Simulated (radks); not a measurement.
Question: The mean radii <r> (bohr) of the occupied orbitals of an atom or ion are listed with their occupations. Calculated with a radial shooting solver on a logarithmic mesh with Libxc functionals: scalar-relativistic Kohn-Sham, Slater X-alpha with alpha = 0.63, spin-polarised, spherical densities, point nucleus.

orbital  occ.      <r>
1s down     1  0.02320
1s up       1  0.02320
2s up       1  0.09907
2s down     1  0.09907
2p up       3  0.08718
2p down     3  0.08718
3s up       1   0.2611
3s down     1   0.2610
3p up       3   0.2594
3p down     3   0.2592
3d up       5   0.2367
3d down     5   0.2365
4s up       1   0.5941
4s down     1   0.5938
4p up       3   0.6293
4p down     3   0.6291
4d up       5   0.6904
4d down     5   0.6906
5s up       1    1.437
5s down     1    1.456
5p up       3    1.694
5p down     3    1.729
6s up       1    4.415
6s down     1    4.621
4f up       5    1.071

Name the element and its charge. Open shells, if any, are filled with parallel spins first.

Answer: Z = 61, promethium, charge 0: Pm in [Xe] 4f5 6s2. The 1s radius gives Z: for a bare nucleus <r> = (2 gamma + 1)/(2Z) with gamma = sqrt(1 - (Z/c)^2), 0.02288 bohr for Z = 61, and screening makes it slightly larger (0.02320 here). The occupations add up to 61, and the charge is Z minus that.
